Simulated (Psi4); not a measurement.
C4H5, charge -1, singlet, at a GFN2-xTB geometry (a gas-phase anion, which may not be bound at this level); Psi4 with BHHLYP/STO-3G.

Psi4 was given this input:
```
memory 2 GB

molecule {
-1 1
C     0.02175028   -0.12408657    0.25511709
C    -0.03382703   -0.78243920   -0.96149211
C    -0.03562593    0.72694132   -0.96482053
C    -0.03703522   -0.02725049    1.59144410
H     0.74712244   -1.39169963   -1.41643569
H     0.85066478    1.35445423   -1.19119110
H    -0.95600069    1.25563075   -1.25226488
H     0.06907213   -0.89566575    2.23581421
H    -0.20243112    0.91829006    2.10258625
}

set {
  basis sto-3g
}

energy('bhhlyp')
print_variables()
```

### Question
What does Psi4 print? Leave out banner, timings and long lists.

### Answer

```
   => Loading Basis Set <=

    Name: STO-3G
    Role: ORBITAL
    Keyword: BASIS

         ---------------------------------------------------------
                                   SCF
               by Justin Turney, Rob Parrish, Andy Simmonett
                          and Daniel G. A. Smith
                              RKS Reference
         ---------------------------------------------------------

  ==> Geometry <==

    Molecular point group: c1
    Full point group: C1

    Geometry (in Angstrom), charge = -1, multiplicity = 1:

       Center              X                  Y                   Z               Mass
    ------------   -----------------  -----------------  -----------------  -----------------
         C            0.031261160818    -0.100871656940     0.264068298412    12.000000000000
         C           -0.024316149182    -0.759224286940    -0.952540901588    12.000000000000
         C           -0.026115049182     0.750156233060    -0.955869321588    12.000000000000
         C           -0.027524339182    -0.004035576940     1.600395308412    12.000000000000
         H            0.756633320818    -1.368484716940    -1.407484481588     1.007825032230
         H            0.860175660818     1.377669143060    -1.182239891588     1.007825032230
         H           -0.946489809182     1.278845663060    -1.243313671588     1.007825032230
         H            0.078583010818    -0.872450836940     2.244765418412     1.007825032230
         H           -0.192920239182     0.941504973060     2.111537458412     1.007825032230

  Running in c1 symmetry.

  Rotational constants: A =      0.72855  B =      0.24009  C =      0.18945 [cm^-1]
  Rotational constants: A =  21841.33511  B =   7197.80301  C =   5679.71256 [MHz]
  Nuclear repulsion =  102.050818222885383

  Charge       = -1
  Multiplicity = 1
  Electrons    = 30
  Nalpha       = 15
  Nbeta        = 15

  ==> Algorithm <==

  SCF Algorithm Type is DF.
  DIIS enabled.
  MOM disabled.
  Fractional occupation disabled.
  Guess Type is SAD.
  Energy threshold   = 1.00e-06
  Density threshold  = 1.00e-06
  Integral threshold = 1.00e-12

  ==> Primary Basis <==

  Basis Set: STO-3G
    Blend: STO-3G
    Number of shells: 17
    Number of basis functions: 25
    Number of Cartesian functions: 25
    Spherical Harmonics?: true
    Max angular momentum: 1

  ==> DFT Potential <==

   => LibXC <=

    Version 7.1.2
    S. Lehtola, C. Steigemann, M. J. T. Oliveira, and M. A. L. Marques,  SoftwareX 7, 1–5 (2018) (10.1016/j.softx.2017.11.002)

   => Composite Functional: BHANDHLYP <=

    BHandHLYP Hyb-GGA Exchange-Correlation Functional

    A. D. Becke,  J. Chem. Phys. 98, 1372 (1993) (10.1063/1.464304)
    Defined through Gaussian implementation.

    Deriv               =              1
    GGA                 =           TRUE
    Meta                =          FALSE

    Exchange Hybrid     =           TRUE
    MP2 Hybrid          =          FALSE

   => Exchange Functionals <=

    0.5000         Becke 88

   => Exact (HF) Exchange <=

    0.5000               HF

   => Correlation Functionals <=

    1.0000   Lee, Yang & Parr

   => LibXC Density Thresholds  <==

    XC_HYB_GGA_XC_BHANDHLYP:  1.00E-15

   => Molecular Quadrature <=

    Radial Scheme          =       TREUTLER
    Pruning Scheme         =           NONE
    Nuclear Scheme         =       TREUTLER

    Blocking Scheme        =         OCTREE
    BS radius alpha        =              1
    Pruning alpha          =              1
    Radial Points          =             75
    Spherical Points       =            302
    Total Points           =         191846
    Total Blocks           =           1508
    Max Points             =            256
    Max Functions          =             25
    Weights Tolerance      =       1.00E-15

   => Loading Basis Set <=

    Name: (STO-3G AUX)
    Role: JKFIT
    Keyword: DF_BASIS_SCF

  ==> Integral Setup <==

  SCF_SUBTYPE=INCORE selected. In-core MEM_DF algorithm will be used.
  Using in-core AOs.

  ==> MemDFJK: Density-Fitted J/K Matrices <==

    J tasked:                   Yes
    K tasked:                   Yes
    wK tasked:                   No
    Algorithm:                 Core
    Schwarz Cutoff:           1E-12
    Mask sparsity (%):       0.6400
    Fitting Condition:        1E-10

   => Auxiliary Basis Set <=

  Basis Set: (STO-3G AUX)
    Blend: DEF2-UNIVERSAL-JKFIT
    Number of shells: 130
    Number of basis functions: 390
    Number of Cartesian functions: 456
    Spherical Harmonics?: true
    Max angular momentum: 4

  Minimum eigenvalue in the overlap matrix is 1.9942808550E-01.
  Reciprocal condition number of the overlap matrix is 7.9399284839E-02.
    Using symmetric orthogonalization.

  ==> Pre-Iterations <==

  SCF Guess: Superposition of Atomic Densities via on-the-fly atomic UHF (no occupation information).

   -------------------------
    Irrep   Nso     Nmo
   -------------------------
     A         25      25
   -------------------------
    Total      25      25
   -------------------------

  ==> Iterations <==

                           Total Energy        Delta E     RMS |[F,P]|

   @DF-RKS iter SAD:  -151.05254209814430   -1.51053e+02   0.00000e+00
   @DF-RKS iter   1:  -153.14224139394096   -2.08970e+00   7.91113e-03 DIIS/ADIIS
   @DF-RKS iter   2:  -153.15438586664001   -1.21445e-02   6.41066e-03 DIIS/ADIIS
   @DF-RKS iter   3:  -153.17036956778631   -1.59837e-02   1.72535e-03 DIIS/ADIIS
   @DF-RKS iter   4:  -153.17159441352189   -1.22485e-03   3.45242e-04 DIIS/ADIIS
   @DF-RKS iter   5:  -153.17164288896532   -4.84754e-05   1.19985e-04 DIIS/ADIIS
   @DF-RKS iter   6:  -153.17165022444482   -7.33548e-06   2.71564e-05 DIIS
   @DF-RKS iter   7:  -153.17165053798419   -3.13539e-07   8.26850e-06 DIIS
   @DF-RKS iter   8:  -153.17165058200541   -4.40212e-08   1.14656e-06 DIIS
   @DF-RKS iter   9:  -153.17165058296035   -9.54941e-10   2.21521e-07 DIIS
  Energy and wave function converged.

  ==> Post-Iterations <==

   Electrons on quadrature grid:
      Ntotal   =   29.9999896211 ; deviation = -1.038e-05

    Orbital Energies [Eh]
    ---------------------

    Doubly Occupied:

[...]
    Virtual:

[...]
      25A      1.239881

    Final Occupation by Irrep:
              A
    DOCC [    15 ]
    NA   [    15 ]
    NB   [    15 ]

  @DF-RKS Final Energy:  -153.17165058296035

   => Energetics <=

    Nuclear Repulsion Energy =            102.0508182228853826
    One-Electron Energy =                -416.2733251453287835
    Two-Electron Energy =                 173.5045550905983021
    DFT Exchange-Correlation Energy =     -12.4536987511152546
    Empirical Dispersion Energy =           0.0000000000000000
    VV10 Nonlocal Energy =                  0.0000000000000000
    Total Energy =                       -153.1716505829603534

Computation Completed

Properties will be evaluated at   0.000000,   0.000000,   0.000000 [a0]

Properties computed using the SCF density matrix

 Multipole Moments:

 ------------------------------------------------------------------------------------
     Multipole            Electronic (a.u.)      Nuclear  (a.u.)        Total (a.u.)
 ------------------------------------------------------------------------------------

 L = 1.  Multiply by 2.5417464519 to convert [e a0] to [Debye]
 Dipole X            :         -0.2054520            0.5212161            0.3157641
 Dipole Y            :         -0.8612978            1.2722250            0.4109273
 Dipole Z            :         -0.4359470            0.4905448            0.0545978
 Magnitude           :                                                    0.5211038

 ------------------------------------------------------------------------------------

  Variable Map:
  ----------------------------------------------------------------------------
[...]
  Array Variable Map:
  ----------------------------------------------------------------------------
[...]
[...]
```
